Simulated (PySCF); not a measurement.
## Correlation energy of O+ (oxygen, charge +1)

[He] 2s2 2p3, high-spin 4S determinant. Calculation: PySCF 2.14, in aug-cc-pVDZ-DK (4s3p2d, 23 functions); the spin-free X2C one-electron Hamiltonian (Gaussian nucleus). Frozen: 1s2; 5 electrons correlated.

MP2 pair energies summed by pair of shells (mhartree):

```
 pair  energy  share (%)
2s-2p  -47.73       66.1
2p-2p  -17.01       23.5
2s-2s   -7.51       10.4
```

Total MP2 correlation energy: -72.25 mhartree.

Same-spin part -20.04 and opposite-spin part -52.21 mhartree; SCS-MP2 scales them by 1/3 and 6/5 to -69.33 mhartree.

| level | correlation energy (mhartree) |
| --- | --- |
| CCSD | -88.22 |
| (T) | -0.79 |
| CCSD(T) | -89.01 |

Diagnostics: T1 = 0.0046, D1 = 0.0068, largest double amplitude 0.028.

Problem. Is a single reference adequate?

Solution. Yes: T1 lies below 0.03 and no double amplitude reaches 0.07.
